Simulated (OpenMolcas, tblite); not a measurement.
# SiPH5O2 (SMILES O[SiH2]OP): methods side by side

SiPH5O2: 9 atoms, total charge 0, spin state singlet. SMILES: `O[SiH2]OP`. The shape is that of a PBE0-D4/def2-TZVP optimisation. This is one conformer, not always the lowest.

```xyz
9

O    -0.3079    1.1443   -1.6429
Si    0.8177    0.5620   -0.6064
O     0.3024   -0.7781    0.2018
P    -0.9422   -0.8349    1.2776
H    -0.9987    1.7069   -1.2906
H     1.1706    1.6053    0.3913
H     1.9645    0.1235   -1.4211
H    -0.3059   -1.5909    2.3026
H    -1.6120   -1.9843    0.7706
```

Each level gives the dipole moment (D). The values are calculated.

```csv
level,kind,program,value (D),CPU time
GFN2-xTB,semi-empirical,tblite,1.36,under 2 s
HF/6-31G* (spherical functions),Hartree–Fock,OpenMolcas,1.87,11 s
SVWN5/6-31G* (spherical functions),LDA,OpenMolcas,1.44,37 s
BLYP/6-31G* (spherical functions),GGA,OpenMolcas,1.44,51 s
TPSS/6-31G* (spherical functions),meta-GGA,OpenMolcas,1.44,69 s
PBE0/6-31G* (spherical functions),global hybrid,OpenMolcas,1.52,48 s
```

The values span 1.36 to 1.87 D. Magnitudes only. CPU times are rough (shared hosts, several kinds of processor and program).
